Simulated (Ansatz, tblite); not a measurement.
Cost and result up the ladder for Ge(SH)H3 (GeH4S) (6 atoms). The state is a singlet with charge 0. Geometry: r2SCAN-D4/def2-TZVP.

```xyz
6

Ge    0.3679   -0.2927    0.2975
S    -1.3988    0.0825   -1.0035
H    -1.2182    1.4132   -1.0416
H     0.3789   -1.8068    0.5116
H     0.2144    0.4409    1.6355
H     1.6558    0.1629   -0.3994
```

Ansatz on 4 threads of Intel Xeon Platinum 8259CL on a shared host; xTB runs through tblite on one thread. Times are rough, summed over both states, and most runs start from the orbitals of an earlier one. PBE0-D4/def2-TZVP serves as the yardstick here, not as an exact answer. The other state is a triplet.

The xTB rows come from tblite.

xTB has no spin-polarisation term.

```json
{"level": "GFN2-xTB", "functions": "22", "wall time": "0.007 s", "vertical triplet (eV)": "5.83", "difference from PBE0-D4/def2-TZVP (eV)": "0.45"}
{"level": "GFN1-xTB", "functions": "26", "wall time": "0.01 s", "vertical triplet (eV)": "6.61", "difference from PBE0-D4/def2-TZVP (eV)": "1.24"}
{"level": "PBE-D4/def2-TZVP", "functions": "109", "wall time": "2.4 s", "vertical triplet (eV)": "5.17", "difference from PBE0-D4/def2-TZVP (eV)": "-0.20"}
{"level": "r2SCAN-D4/def2-TZVP (with forces)", "functions": "109", "wall time": "5.6 s", "vertical triplet (eV)": "5.29", "difference from PBE0-D4/def2-TZVP (eV)": "-0.09"}
{"level": "PBE0-D4/def2-TZVP", "functions": "109", "wall time": "5.9 s", "vertical triplet (eV)": "5.37", "difference from PBE0-D4/def2-TZVP (eV)": "0.00"}
```
